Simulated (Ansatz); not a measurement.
Consider the ligand exchange at the Si–Br bond: `[SiH3]N([SiH3])[Si]Br` + NH₃ → `N[Si]N([SiH3])[SiH3]` + HBr.

Program: Ansatz. Geometries: PBE0-D4/def2-TZVP. ΔE: electronic, gas phase. CCSD(T)/CBS adds triple-zeta CCSD(T) − MP2 to the extrapolated MP2 energy (def2 sets, frozen cores). This one scheme is used for every species. Functionals use def2-TZVPP. For Br outer-core shells are correlated without core-valence functions, which leaves a few kJ/mol of doubt a bond. Scalar relativity is left out up to krypton. One conformer a species, not always the lowest.

`[SiH3]N([SiH3])[Si]Br`:

Z-matrix (Å, degrees):
```
Si
N 1 1.757
H 1 1.486 2 107.1
H 1 1.484 2 110.4 3 119.6
H 1 1.484 2 110.4 3 -119.6
Si 2 1.763 1 116.3 3 180.0
Si 2 1.722 1 116.6 3 -0.0
H 6 1.490 2 105.2 1 0.0
H 6 1.480 2 111.3 1 117.8
H 6 1.480 2 111.3 1 -117.7
Br 7 2.289 2 100.7 1 180.0
```

NH₃:

Cartesian coordinates in Å:
```
N 0.137 -0.224 -0.102
H 0.643 0.637 -0.273
H -0.778 -0.119 -0.523
H -0.002 -0.294 0.898
```

`N[Si]N([SiH3])[SiH3]`:

```xyz
13

N     0.043   -1.159    2.198
Si   -0.741   -1.519    0.718
N    -0.218   -0.191   -0.303
Si   -0.712   -0.226   -1.975
Si    0.693    1.195    0.222
H    -0.115   -1.768    2.986
H     0.717   -0.440    2.417
H    -1.466    1.008   -2.323
H    -1.578   -1.416   -2.176
H     0.468   -0.311   -2.876
H     1.925    0.782    0.949
H    -0.104    2.057    1.134
H     1.090    1.987   -0.971
```

HBr:

Z-matrix (Å, degrees):
```
Br
H 1 1.420
```

```csv
level,ΔE (eV)
r2SCANh-D4,0.43
RPA@PBE/def2-TZVPP,0.36
```

(1) What does CCSD(T)/CBS give? (Estimate.)

Largest T1 diagnostic among the species: 0.013.

Answers

(1) The calculation gave: +0.46 eV. The listed levels differ from it by -0.03, -0.10 eV.

From BLYP to BHLYP (50 % exact exchange), in def2-TZVPP and without D4, ΔE moves by −0.04 eV. At CCSD(T), def2-SVP lies −0.12 eV from the extrapolated value and def2-TZVPP −0.07 eV. Leaving LDA and LC-ωPBE aside and taking each functional with its dispersion term where it has one, the values, not all of them listed here, spread over 0.15 eV, from CAM-B3LYP-D4 to PBE-D4. LDA lies −0.10 eV from PBE without D4.
